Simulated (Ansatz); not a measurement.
(Li2S)n: binding per atom (eV) at several levels, gas phase, relaxed structures; Ansatz. Clusters are the lowest isomers that short searches found in that spin, judged at the geometry's level. Binding counts from free atoms in the multiplicity of their measured ground term, without zero-point energy. Singlets are spin-restricted. The structures are stationary points that may keep the symmetry of their start. Correlated methods freeze inner cores and use unrestricted references for open shells.

| species | state | geometry | PBE-D4/def2-TZVP | r2SCAN-D4/def2-TZVP | r2SCAN-D4/def2-TZVPD | PBE0-D4/def2-TZVP | PBE0-D4/def2-TZVPD | RPA@PBE/def2-TZVP |
| --- | --- | --- | --- | --- | --- | --- | --- | --- |
| Li2S | singlet | PBE0-D4/def2-TZVP | 2.10 | 2.10 | 2.11 | 2.05 | 2.06 | 1.73 |
| Li4S2 | singlet | PBE0-D4/def2-TZVP | 2.56 | 2.57 | 2.58 | 2.52 | 2.53 | 2.18 |

Task: Estimate the rows for Li8S4 (singlet, PBE0-D4/def2-SVP geometry).

Result: 
```json
{"species": "Li8S4", "state": "singlet", "geometry": "PBE0-D4/def2-SVP", "PBE-D4/def2-TZVP": "2.93", "r2SCAN-D4/def2-TZVP": "2.95", "r2SCAN-D4/def2-TZVPD": "2.96", "PBE0-D4/def2-TZVP": "2.90", "PBE0-D4/def2-TZVPD": "2.91", "RPA@PBE/def2-TZVP": "2.56"}
```
